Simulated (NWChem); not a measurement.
Molecule: C3H5F; SMILES C/C=C\F

Program: NWChem. Coordinates come from a PBE-D3(BJ)/def2-SVP optimisation. Level SCAN/def2-SVP: energy and gradient on several grids; changes count from the extra-fine grid, which is no exact limit either.

| grid | size of the energy change (μHa) | largest change of a gradient component (μHa/bohr) | time, medium = 1 (rough) |
|---|---|---|---|
| xcoarse | 5000 | 10000 | about 1 |
| coarse | 6000 | 1000 | about 1 |
| medium | 6000 | 700 | about 1 |
| fine | 200 | 1000 | about 1 |
| xfine | < 10 | < 30 | 3 |
